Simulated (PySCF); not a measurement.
# How methods differ on the excitation energy of As

As [Ar] 3d10 4s2 4p3 (4S) → As [Ar] 3d10 4s1 4p3 5s1 (6S), as a difference of total energies. Computed with PySCF 2.14 in aug-cc-pwCVTZ-PP with ECP10MDF (8s7p6d4f1g, 96 functions), with a scalar-relativistic core potential. Correlated levels: valence: 3s2 3p6 3d10 frozen. The calculations carry no spin-orbit coupling.

```
           method  excitation energy (cm⁻¹)
              UHF                     88883
    MP2 (valence)                     99182
SCS-MP2 (valence)                    102660
   CCSD (valence)                    100370
CCSD(T) (valence)                    100890
```

The upper state lies above the first ionisation limit, but in LS coupling its spin forbids autoionisation to the ground ion. A Rydberg-like electron needs more diffuse functions than a valence basis has.

The promoted electron is Rydberg-like, and one or two diffuse shells describe it only roughly, which tends to raise the upper state.
